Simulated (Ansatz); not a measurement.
C2H7NSn can be A, `C[N]1[CH2][SnH2]1`, or B, `C[C](=N)[SnH3]`.

Calculated with Ansatz (gas phase, PBE0-D4/def2-TZVP geometries, no zero-point term in ΔE). CCSD(T)/CBS is the MP2 limit (def2-TZVPP, def2-QZVPP) plus CCSD(T) − MP2 in def2-TZVPP, frozen cores. DFT in def2-TZVPP. B3LYP here is the variant with VWN-RPA as its local correlation; programs differ in this. Elements past krypton have def2 core potentials. For Sn outer-core shells are correlated without core-valence functions, which leaves a few kJ/mol of doubt a bond. One conformer a species, not always the lowest.

A:

Z-matrix (Å, degrees):
```
C
N 1 1.445
H 1 1.098 2 113.6
H 1 1.095 2 107.4 3 120.2
H 1 1.089 2 109.9 3 -123.2
C 2 1.280 1 117.4 3 -17.4
Sn 2 2.716 1 112.3 3 63.9
H 6 1.097 2 123.4 1 0.8
H 6 1.090 2 118.9 1 -171.6
H 7 1.758 2 83.3 1 127.6
H 7 1.759 2 76.0 1 31.3
```

B:

Z-matrix (Å, degrees):
```
C
C 1 1.495
H 1 1.095 2 110.4
H 1 1.092 2 110.3 3 -121.1
H 1 1.095 2 110.4 3 117.8
N 2 1.265 1 119.5 3 121.1
Sn 2 2.181 1 117.6 3 -58.9
H 6 1.020 2 112.8 1 -180.0
H 7 1.708 2 111.2 1 -60.6
H 7 1.708 2 111.2 1 60.6
H 7 1.710 2 105.6 1 180.0
```

(1) Which isomer does CCSD(T)/CBS put lower? Give the gap. (An estimate is asked.)

(2) Give E(B) − E(A) in kcal/mol with PBE-D4, r2SCAN-D4, HF/def2-TZVPP, B2PLYP, PBE0-D4, ωB97M-V, B3LYP. (Best estimate.)

Largest T1 diagnostic: 0.015.

## Answers

(1) The calculation gave: B, by 13.8 kcal/mol.

(2) Computed: PBE-D4 -10.1, r2SCAN-D4 -12.3, HF/def2-TZVPP -14.9, B2PLYP -11.9, PBE0-D4 -12.8, ωB97M-V -13.5, B3LYP -10.0. None reverses the order clearly.

From PBE to PBE0 (25 % exact exchange), in def2-TZVPP and without D4, E(B) − E(A) moves by −2.6 kcal/mol.
